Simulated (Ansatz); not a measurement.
C$_{2}$H$_{9}$GaOS. Charge 0, multiplicity 1. The bonds changed during the relaxation, so this is another structure than the one it started from. The geometry is a stationary point of PBE0-D4/def2-TZVP. It is one conformer, not always the lowest.

```xyz
14

C    -1.916    0.224   -0.530
Ga   -0.052   -0.282   -0.133
C     1.544    0.036   -1.235
O     0.317    1.083    1.575
S     0.087   -2.016    1.345
H    -1.990    1.273   -0.828
H    -2.300   -0.378   -1.357
H    -2.572    0.057    0.328
H     2.450   -0.009   -0.627
H     1.501    1.015   -1.717
H     1.624   -0.722   -2.017
H    -0.461    1.597    1.817
H     0.364    0.340    2.203
H     1.403   -2.219    1.175
```

Problem. What is the dipole moment at PBE/def2-TZVPP? (An estimate is asked.)

Solution. Computed: 2.59 D, with components (-0.27, 2.45, 0.78) D in this frame, pointing from negative to positive charge.

Problem. And with r2SCAN, B3LYP, ωB97M-V? (Best estimate.)

Solution. Computed: r2SCAN 2.70 D, B3LYP 2.65 D, ωB97M-V 2.70 D.

Problem. Give the Mulliken charges with PBE, ωB97M-V, r2SCAN in def2-TZVPP. (An estimate is asked.)

Solution. The calculation gave: 
```csv
atom,PBE,ωB97M-V,r2SCAN
C1,-0.41,-0.51,-0.35
Ga2,0.36,0.44,0.43
C3,-0.38,-0.48,-0.32
O4,-0.24,-0.25,-0.28
S5,-0.40,-0.40,-0.42
H6,0.09,0.11,0.07
H7,0.10,0.12,0.07
H8,0.09,0.11,0.06
H9,0.09,0.11,0.06
H10,0.09,0.11,0.07
H11,0.10,0.12,0.07
H12,0.21,0.21,0.22
H13,0.19,0.21,0.22
H14,0.11,0.12,0.11
```

B3LYP here is the variant with VWN-RPA as its local correlation; programs differ in this.
